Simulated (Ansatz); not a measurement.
Ag(CO)H (CHAgO), relaxed as a singlet with RKS PBE0-D4/def2-TZVP in Ansatz, starting from the GFN2-xTB geometry. Force threshold 0.02 eV/Å.

In the def2 sets Ag takes a core potential; there is no spin–orbit coupling.

Start:

```xyz
4

Ag    0.075    0.887   -0.401
C     0.773   -0.884    0.165
O     0.332   -1.829    0.617
H    -1.180    1.826   -0.381
```

```json
{"step": "1", "energy (eV)": "-7096.7740", "largest force component (eV/Å)": "1.258", "SCF passes": "25"}
{"step": "2", "energy (eV)": "-7096.9183", "largest force component (eV/Å)": "1.205", "SCF passes": "38"}
{"step": "3", "energy (eV)": "-7096.9891", "largest force component (eV/Å)": "1.610", "SCF passes": "36"}
{"step": "4 (rejected)", "energy (eV)": "-7096.4477", "largest force component (eV/Å)": "13.700", "SCF passes": "34"}
{"step": "5", "energy (eV)": "-7097.0615", "largest force component (eV/Å)": "0.607", "SCF passes": "36"}
{"step": "6", "energy (eV)": "-7097.0926", "largest force component (eV/Å)": "0.259", "SCF passes": "35"}
{"step": "7", "energy (eV)": "-7097.0995", "largest force component (eV/Å)": "1.052", "SCF passes": "37"}
{"step": "8", "energy (eV)": "-7097.1065", "largest force component (eV/Å)": "0.357", "SCF passes": "36"}
{"step": "9", "energy (eV)": "-7097.1102", "largest force component (eV/Å)": "0.284", "SCF passes": "31"}
{"step": "10", "energy (eV)": "-7097.1108", "largest force component (eV/Å)": "0.006", "SCF passes": "31"}
```

Force components are those of the run's own axes.

End:

```xyz
4

Ag   -0.3466    0.7984   -0.2193
C     0.4451   -1.0282    0.2819
O     0.8788   -2.0244    0.5580
H    -0.9773    2.2542   -0.6206
```

By distances, no bond broke or formed. The bond that changes most is Ag1–H4, from 1.57 to 1.64 Å (atoms count from 1).

No frequencies were taken in this run, so the end may be a saddle point.

It took 9.5 s on 4 threads of Arm Neoverse V1 on a shared host.
